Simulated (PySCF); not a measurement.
# Adding and removing an electron: TlO

UHF-MP2; Tl def2-SVPD with ECP60, O def2-SVPD; scalar-relativistic core potentials (PySCF 2.14). Neutral (UHF): doublet (π ↑), Re = 2.220 Å, ωe = 452 cm⁻¹, De = 3.12 eV.

TlO⁻ (RHF): singlet (closed shell), Re = 2.065 Å, ωe = 566 cm⁻¹, De = 4.33 eV to Tl + O⁻. The energies at the minima are -246.51324 hartree for TlO and -246.60578 for TlO⁻.

Question: Work out the adiabatic electron affinity, without and with harmonic zero-point energies (1 hartree = 27.2114 eV, 1 eV = 8065.5 cm⁻¹), and the change of the bond length.

Answer: At MP2: 0.09254 hartree = 2.518 eV between the minima; the zero-point term (452.0 − 566.0)/2 cm⁻¹ = -0.007 eV makes it 2.511 eV. Re changes by -15.5 pm against the neutral. The electron enters a π orbital; the charge polarises the partner, so the anion is bound more strongly.

Correlated steps freeze 5 core orbitals. Correlated levels converge slowly with the basis: in double zeta they bind strong bonds too weakly, by up to about 1 eV, and carry superposition errors of some tenths. Spin–orbit coupling is left out, which matters for elements this heavy, above all for dissociation energies. For an ion De counts to the pair picked by the measured ionisation energies or electron affinities, which need not be the lowest pair at this level. Where the molecule has an RHF reference, its open-shell atoms are computed with UHF. States were picked by a PBE0 search and need not be the measured ground states.

Neutral and ion stand on different kinds of reference determinant, which adds to the error of the difference.
